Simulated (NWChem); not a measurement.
## Atomisation of HF₂GaS

```
Ga
F 1 1.7563
F 1 1.7599 2 115.72
S 1 2.1892 2 122.59 3 180.00
H 4 1.3649 1 90.81 2 180.00
```
Charge 0, spin multiplicity 1.

The numbers come from NWChem runs, not from measurements. All single points use one geometry, from PBE/def2-SVP, a minimum by its harmonic frequencies. It is one conformer; others weren't searched.

Basis set: def2-TZVP. The atomisation energy is electronic alone: no zero-point, thermal, spin-orbit or counterpoise terms. No value is extrapolated to the basis-set limit. Free atoms are single determinants with multiplicities Ga 2, F 2, S 3, H 2. Correlated methods freeze the same cores in atoms and molecule, 16 orbitals in all.

Relative cost: rough, from shared machines, SCF included, LDA (SVWN5) = 1. Costs are the molecule's.

The Hamiltonian is non-relativistic. B3LYP has NWChem's definition, with VWN1-RPA local correlation. The structure started from a generated list of species. No SCF solution was tested for a lower state. Open-shell Hartree-Fock references start from PBE0 orbitals; any time given for them includes that run.

| method | atomisation energy (kcal/mol) | relative cost |
|---|---|---|
| LDA (SVWN5) | … | 1 |
| HF | … | under 3 |
| PBE0 | 376.7 | under 3 |
| BHandHLYP | 355.8 | under 3 |
| B3LYP | 372.3 | under 3 |
| PBE | 390.0 | under 3 |
| BP86 | 389.2 | under 3 |
| M06-2X | 387.1 | under 3 |
| MP2 | 393.9 | 3 |

### Question
Fill in the missing entries.

### Answer

- LDA (SVWN5), atomisation energy (kcal/mol): 451.1
- HF, atomisation energy (kcal/mol): 266.2
